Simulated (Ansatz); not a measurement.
CH7ClSiSn (`[SiH3][SnH2][CH2]Cl`). The species carries charge 0 and has multiplicity 1. Correlated methods include outer-core shells of Sn, which these sets cover unevenly. Sn: def2 effective core potential.

Z-matrix (Å, degrees):
```
Si
Sn 1 2.560
H 1 1.487 2 109.3
H 1 1.487 2 110.0 3 -119.4
H 1 1.484 2 110.3 3 120.3
C 2 2.165 1 107.8 3 -47.8
H 2 1.709 1 112.5 3 -166.0
H 2 1.714 1 112.6 3 71.0
Cl 6 1.783 2 110.1 1 -46.1
H 6 1.088 2 110.9 1 72.9
H 6 1.089 2 111.4 1 -165.4
```

**Question.** Give the diagnostics of a CCSD(T)/def2-TZVPP run (frozen core, the Gaussian-basis code of Ansatz). (Best estimate.)

**Answer.** Ansatz gave: T1 = 0.0121, largest single amplitude 0.013, largest double 0.018, (T) share of the correlation energy 3.5 %, 9 CCSD cycles. The RHF solution is stable towards an unrestricted one. T1 lies under the customary mark of 0.02 for closed shells.
